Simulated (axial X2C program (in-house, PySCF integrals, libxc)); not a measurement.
Correcting the dissociation energy of SeI⁺ for spin–orbit coupling

A spin-free PBE0 curve (one-electron X2C) was computed with an axial X2C code built on PySCF integrals, basis I dyall-cv3z [11s12p8d4f1g], Se dyall-cv3z [8s9p6d4f1g] (cores contracted in-house), for the state M_S = 1, Λ = 0 (beyond evenly filled blocks: π+α, π-α). It gives D0 = 3.314 eV to I + Se+, which in a spin-free picture are the weighted means of the ground terms.

Measured levels of the ground terms (NIST Handbook of Basic Atomic Spectroscopic Data), in cm⁻¹: I 2P: J = 3/2 at 0, J = 1/2 at 7603.1; Se+ 4S: J = 3/2 at 0.

The molecular state has Λ = 0, so it has no first-order lowering.

(1) How far does each ground level lie under the (2J+1)-weighted mean of its term?

(2) Correct D0.

Second-order spin–orbit effects in the molecule, which grow quickly with Z, are left out. The state is one determinant whose occupation by symmetry is held fixed; it was picked as the lowest of a PBE0 search that is not exhaustive. Dissociation energies refer to the lowest single-determinant-based atoms at the same level and basis. Other states lie close and PBE0, whose exact exchange favours high spin, may order them wrongly; the determinant shown need not be the ground state. The nearest other spin-free determinant of the search, M_S = 0, Λ = 2, lies 0.71 eV up at the distance of the search.

Answers

(1) I: (4 × 0 + 2 × 7603.1)/6 = 2534 cm⁻¹; Se+: a single level, 0.

(2) D0 = 3.314 + (0 − 2534)/8065.5 = 3.000 eV at PBE0 with these spin–orbit terms.
